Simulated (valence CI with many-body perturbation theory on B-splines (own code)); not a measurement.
E1 transitions of Tc XXX

Method: relativistic CI+MBPT: four valence electrons over a frozen Dirac-Fock core [Ne], a basis of 11 s, 11 p, 9 d, 7 f, 5 g, 2 h, 1 i functions for each j, with the one-electron correlation potential Σ1 (screened to all orders), the two-electron term Σ2, the three-electron term Σ3, Breit, model QED; selected single and double excitations, second order for the rest (own B-spline code, finite nucleus).

No measured spectrum was set against this ion. As an estimate, large intervals hold to a few tenths of a per cent, small ones and those within an open d or f shell to about a per cent.

Lines 101 to 150 of 225 in falling wavelength, among levels below 272.57 eV, chosen from the strongest by gf and those to the six lowest levels. Wavelengths and rates use the calculated energies. Electric multipoles are in the length gauge, E1 and E2 with the static RPA response of the core. Weak lines are less certain than strong ones. Lines between different terms over intervals too small for the method are left out, as are lines whose strength nearly cancels. The highest levels of a list are the least certain.

Names give the largest LS component (configuration and term), which can be under half, so a name can repeat, a term be missing and a line seem to break the LS rules; names also repeat where a configuration has a term twice. Letters in brackets count levels of one name in rising energy.

| λ vac (nm) | Upper | Lower | A (s⁻¹) | S (a.u.) |
| --- | --- | --- | --- | --- |
| 10.37 | 3s3p²3d ³P_2 [b] | 3s3p³ ³P°_2 | 1.67e+10 | 4.60e-02 |
| 10.37 | 3s3p²3d ³D_2 [c] | 3s²3p3d ³F°_3 | 7.22e+10 | 1.99e-01 |
| 10.36 | 3s²3p3d ³D°_2 | 3s²3p² ³P_2 | 5.42e+09 | 1.49e-02 |
| 10.31 | 3s3p²3d ³P_0 [a] | 3s3p³ ³P°_1 | 3.19e+10 | 1.72e-02 |
| 10.30 | 3s3p²3d ³F_2 [d] | 3s²3p3d ³F°_2 [b] | 1.23e+10 | 3.30e-02 |
| 10.25 | 3s²3p3d ³D°_3 | 3s²3p² ³P_2 | 1.34e+10 | 5.00e-02 |
| 10.18 | 3s3p²3d ³P_1 [a] | 3s²3p3d ³F°_2 [b] | 1.02e+10 | 1.59e-02 |
| 10.14 | 3s3p²3d ³P_2 [a] | 3s3p³ ³D°_3 | 3.86e+10 | 9.93e-02 |
| 10.13 | 3s3p²3d ³D_2 [a] | 3s²3p3d ³F°_2 [b] | 2.18e+10 | 5.60e-02 |
| 10.12 | 3s3p²3d ³F_2 [c] | 3s3p³ ³D°_2 | 2.22e+10 | 5.68e-02 |
| 10.02 | 3s3p²3d ³D_2 [b] | 3s²3p3d ³F°_2 [b] | 2.72e+10 | 6.76e-02 |
| 10.02 | 3s3p³ ³P°_2 | 3s²3p² ¹D_2 | 1.93e+10 | 4.78e-02 |
| 10.01 | 3s3p²3d ³P_2 [b] | 3s3p³ ³S°_1 | 3.18e+10 | 7.87e-02 |
| 10.00 | 3s3p³ ³S°_1 | 3s²3p² ³P_1 | 2.23e+10 | 3.31e-02 |
| 9.986 | 3s3p²3d ¹P_1 [b] | 3s3p³ ³S°_1 | 1.30e+10 | 1.91e-02 |
| 9.984 | 3s3p²3d ³P_2 [b] | 3s²3p3d ³F°_3 | 4.35e+10 | 1.07e-01 |
| 9.975 | 3s3p²3d ³D_1 [b] | 3s3p³ ³P°_0 | 2.20e+10 | 3.23e-02 |
| 9.904 | 3s3p²3d ¹G_4 | 3s3p³ ³D°_3 | 1.32e+10 | 5.71e-02 |
| 9.880 | 3s3p²3d ³D_3 [c] | 3s²3p3d ³F°_2 [b] | 8.08e+09 | 2.69e-02 |
| 9.867 | 3s3p²3d ³D_2 [c] | 3s²3p3d ³F°_2 [b] | 3.80e+10 | 9.00e-02 |
| 9.852 | 3s3p²3d ³F_2 [d] | 3s3p³ ³P°_1 | 1.80e+10 | 4.25e-02 |
| 9.826 | 3s²3p3d ³D°_1 [a] | 3s²3p² ¹D_2 | 2.40e+10 | 3.37e-02 |
| 9.788 | 3s²3p3d ³P°_1 | 3s²3p² ³P_2 | 1.22e+11 | 1.70e-01 |
| 9.767 | 3s3p²3d ³D_1 [a] | 3s²3p3d ³F°_2 [a] | 7.26e+10 | 1.00e-01 |
| 9.746 | 3s3p²3d ³P_1 [a] | 3s3p³ ³P°_1 | 3.04e+10 | 4.16e-02 |
| 9.745 | 3s3p²3d ³F_3 | 3s²3p3d ³F°_2 [a] | 1.77e+10 | 5.66e-02 |
| 9.699 | 3s3p²3d ³D_2 [a] | 3s3p³ ³P°_1 | 6.28e+10 | 1.41e-01 |
| 9.668 | 3s3p²3d ³D_1 [b] | 3s²3p3d ³F°_2 [a] | 1.45e+10 | 1.94e-02 |
| 9.666 | 3s3p²3d ⁵D_1 | 3s3p³ ⁵S°_2 | 2.60e+09 | 3.48e-03 |
| 9.661 | 3s3p³ ³P°_2 | 3s²3p² ³P_1 | 5.13e+10 | 1.14e-01 |
| 9.627 | 3s3p²3d ³P_1 [b] | 3s3p³ ³P°_1 | 2.25e+10 | 2.97e-02 |
| 9.613 | 3s²3p3d ³P°_2 [a] | 3s²3p² ¹D_2 | 3.62e+10 | 7.93e-02 |
| 9.605 | 3s²3p3d ³P°_2 [b] | 3s²3p² ³P_2 | 1.60e+11 | 3.50e-01 |
| 9.602 | 3s3p²3d ³F_2 [a] | 3s3p³ ⁵S°_2 | 6.79e+09 | 1.48e-02 |
| 9.596 | 3s3p²3d ³D_2 [b] | 3s3p³ ³P°_1 | 1.73e+10 | 3.77e-02 |
| 9.590 | 3s3p²3d ³P_2 [a] | 3s3p³ ³D°_2 | 3.36e+10 | 7.32e-02 |
| 9.524 | 3s3p²3d ³F_2 [c] | 3s3p³ ³D°_1 | 4.46e+10 | 9.50e-02 |
| 9.517 | 3s3p²3d ³P_2 [b] | 3s²3p3d ³F°_2 [b] | 1.24e+10 | 2.63e-02 |
| 9.512 | 3s3p²3d ³D_3 [a] | 3s3p³ ³D°_3 | 2.07e+10 | 6.16e-02 |
| 9.495 | 3s3p²3d ¹P_1 [b] | 3s²3p3d ³F°_2 [b] | 7.33e+10 | 9.29e-02 |
| 9.492 | 3s3p²3d ⁵F_3 [b] | 3s3p³ ⁵S°_2 | 9.55e+09 | 2.82e-02 |
| 9.488 | 3s²3p3d ¹P°_1 | 3s²3p² ¹S_0 | 1.58e+11 | 2.00e-01 |
| 9.484 | 3s²3p3d ³D°_1 [a] | 3s²3p² ³P_1 | 3.52e+10 | 4.44e-02 |
| 9.436 | 3s3p²3d ³P_1 [b] | 3s3p³ ³P°_0 | 6.72e+10 | 8.36e-02 |
| 9.372 | 3s3p²3d ¹S_0 | 3s3p³ ³P°_1 | 8.27e+10 | 3.36e-02 |
| 9.285 | 3s²3p3d ³P°_2 [a] | 3s²3p² ³P_1 | 3.64e+10 | 7.20e-02 |
| 9.242 | 3s3p²3d ³F_2 [b] | 3s3p³ ⁵S°_2 | 8.56e+09 | 1.67e-02 |
| 9.235 | 3s²3p3d ¹F°_3 | 3s²3p² ³P_2 | 1.42e+11 | 3.87e-01 |
| 9.227 | 3s3p²3d ³D_2 [a] | 3s²3p3d ³F°_2 [a] | 1.94e+10 | 3.76e-02 |
| 9.192 | 3s3p³ ³P°_1 | 3s²3p² ³P_0 | 1.40e+10 | 1.61e-02 |
